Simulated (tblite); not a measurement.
Species: C8H10.
Bonds: C1–C2 (triple), C2–C3, C3–C4, C4–C5, C5–C6, C6–C7 (double), C7–C8, C4–C8. Hydrogens: H9 on C1; H10, H11 on C3; H12 on C4; H13, H14 on C5; H15 on C6; H16 on C7; H17, H18 on C8.

Computed with GFN2-xTB (tblite), gas phase: nudged elastic band of 9 images (0 to 8), spring 0.2 eV/Å², climbing image at the end, force threshold 0.05 eV/Å. No saddle search or frequency run followed, so the top image need not be a first-order saddle, and its height can exceed the method's true barrier by a kcal/mol or more.

Path: rotation about C3–C4 (propargylic carbon, sp3 CH carbon), followed by the dihedral C2–C3–C4–C5, from 179° to -64°. Start geometry (image 0):
```
atom  x, y, z in Å
C1      3.212    0.399    1.024
C2      2.320   -0.012    0.339
C3      1.224   -0.508   -0.466
C4     -0.085   -0.577    0.335
C5     -1.232   -1.078   -0.564
C6     -1.948    0.180   -0.960
C7     -1.563    1.214   -0.233
C8     -0.522    0.833    0.776
H9      4.001    0.757    1.615
H10     1.084    0.151   -1.327
H11     1.484   -1.505   -0.835
H12     0.068   -1.232    1.196
H13    -1.912   -1.736   -0.015
H14    -0.866   -1.634   -1.429
H15    -2.695    0.183   -1.735
H16    -1.936    2.222   -0.306
H17    -0.960    0.820    1.778
H18     0.317    1.530    0.795
```

The first guess turns that dihedral rigidly in even steps and adds one set of random displacements (0.04 Å standard deviation a coordinate) to every inner image. Energies of the images above image 0 (eV) in the early part of the optimisation:

```json
{"iteration": "0", "1": "1.363", "2": "1.470", "3": "1.567", "4": "1.609", "5": "1.573", "6": "1.477", "7": "1.367", "8": "0.000"}
{"iteration": "10", "1": "0.139", "2": "0.195", "3": "0.254", "4": "0.280", "5": "0.257", "6": "0.198", "7": "0.136", "8": "0.000"}
{"iteration": "20", "1": "0.093", "2": "0.149", "3": "0.207", "4": "0.234", "5": "0.214", "6": "0.158", "7": "0.099", "8": "0.000"}
{"iteration": "30", "1": "0.032", "2": "0.084", "3": "0.137", "4": "0.162", "5": "0.142", "6": "0.091", "7": "0.037", "8": "0.000"}
{"iteration": "40", "1": "0.024", "2": "0.076", "3": "0.129", "4": "0.153", "5": "0.134", "6": "0.082", "7": "0.029", "8": "0.000"}
```

Task: Where does the band end, and how far was the first guess from it?

Result: Final energies, images 1 to 8: 0.020, 0.070, 0.122, 0.144, 0.123, 0.072, 0.021, 0.000 eV. The highest point drops from 1.61 eV (image 4) to 0.144 eV (image 4), by 1.46 eV. Image 4 moved by 0.06 Å rms, its dihedral from -123° to -122°. The end images are fixed. The true force on the top image ends at 0.047 eV/Å, and the largest on any image at 0.05 eV/Å; away from the top, the method drives only the force across the path to zero. The last saved iteration is 60.

The cost below is that of the whole band run. The run took 2.7 s of wall time on one thread, Arm Neoverse V2 (aarch64), no GPU, shared host with 96 logical CPUs at a one-minute load of 25, and the process peaked at 0.18 GiB of memory.
